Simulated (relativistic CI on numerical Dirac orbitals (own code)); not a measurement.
Hyperfine structure of Hg+, mass number 199

Calculated at this level of theory: Dirac-Coulomb-Breit CI, separate exchange-only KLI orbitals for each configuration, a model potential for QED, valence Slater integrals scaled by 0.85, P86 correlation energy added to each configuration (own radial code, finite nucleus).

Configurations in the expansion (outside the closed core [Xe] 4f14): 5d¹⁰6s, 5d⁹6s², 5d¹⁰6p, 5d⁹6s6p, 5d¹⁰7s, 5d¹⁰6d, 5d¹⁰7p, 5d¹⁰5f, 5d¹⁰8s, 5d¹⁰7d, 5d¹⁰8p, 5d¹⁰9s, 5d¹⁰5g, 5d¹⁰6f. Double excitations out of closed p, d and f shells are left out; levels of such configurations are missing from the list, as are those of other unlisted configurations, and high levels can miss mixing partners.

Nuclear spin I = 1/2, μ = 0.5039 μN (tables of Stone and Pyykkö). The electronic factors are computed for point nuclear moments, without core polarisation; leaving it out makes A of s and p electrons in near-neutral atoms 20 to 40 % too small, and it can dominate for d and f shells.

```csv
Level,E (eV),A (MHz)
5d¹⁰6s ²S1/2,0.0000,40170
5d⁹6s² ²D5/2,5.1467,981.1
5d¹⁰6p ²P°1/2,6.0308,6860
5d⁹6s² ²D3/2,6.9157,2645
5d¹⁰6p ²P°3/2,7.0149,740.6
5d⁹6s6p ⁴P°5/2,9.6193,7878
5d⁹6s6p ⁴F°7/2,10.2193,6209
5d⁹6s6p ⁴F°9/2,10.8942,5898
```

Levels with J = 0, under 50 % of one LS term, or S terms without an open s electron are left out. Small factors come from cancelling terms and can be off by tens of per cent or more.

Correlation outside the listed configurations is missing or only estimated: errors of thousands of cm⁻¹ between configurations and terms are usual at this charge. Rates and lifetimes follow the computed energies and can be off by large factors. The fine structure of a lone outer electron comes out too small, for d and f at times inverted, and misplaced configurations move strength between like terms. 12 of the 20 excited levels that our extract of the measured tables holds in this range could be paired (the sources list more); they are missed by 6643 cm⁻¹ on average and 10399 at most, and levels without a partner can miss by more.

(1) Give the hyperfine levels of 5d¹⁰6s ²S1/2 relative to its centre of gravity.

Answers

(1) With K = F(F + 1) − I(I + 1) − J(J + 1), E = AK/2: F = 0: -30130, F = 1: 10040 MHz.

LS names give the leading component of a level, which can be under half, so a name can repeat, a term be missing and a line seem to break the LS rules.
